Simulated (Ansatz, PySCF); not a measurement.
Torsion H4–S1–Si2–I3 in HISSi (SMILES S[Si]I); at each angle all else is relaxed with GFN2-xTB, and the levels are single points there.
Geometry at 180° (charge 0, multiplicity 1):
```xyz
4

S     -1.3050     0.4472     0.4993
Si     0.6233     0.9406    -0.3733
I      1.1301     2.9769     0.9600
H     -1.5068    -0.6303    -0.2503
```

On the grid 0° to 330°, 270° is the highest and 180° the lowest point at CCSD(T)/CBS(def2-TZVPP, def2-QZVPP).

Correlated levels freeze the cores. Filled d and f shells under p-block atoms count as core. CBS(a, b) extrapolates the correlation energy as X⁻³ and adds the Hartree–Fock energy of set b.

Run with Ansatz (Gaussian basis) for Hartree–Fock, density functionals and correlated methods; PySCF for the dispersion terms. Each number belongs to the level named beside it. In def2 rows elements past Kr take small-core potentials, without spin–orbit coupling.

PBE/def2-TZVPP gives 529.0 meV for the energy at 270° less that at 180°.

Question: Predict the shift from PBE, with its sign, for: PBE-D3(BJ)/def2-TZVPP, r2SCAN/def2-TZVPP, PBE0/def2-TZVPP, wB97M-V/def2-TZVPP, MP2/CBS(def2-TZVPP, def2-QZVPP), CCSD(T)/CBS(def2-TZVPP, def2-QZVPP).

Answer: PBE-D3(BJ)/def2-TZVPP -0.5; r2SCAN/def2-TZVPP 32.2; PBE0/def2-TZVPP 8.5; wB97M-V/def2-TZVPP 4.4; MP2/CBS(def2-TZVPP, def2-QZVPP) 22.0; CCSD(T)/CBS(def2-TZVPP, def2-QZVPP) -3.6 meV. 4 of 6 lie above PBE; the widest gap is to r2SCAN/def2-TZVPP.

Ansatz is a first-principles code.
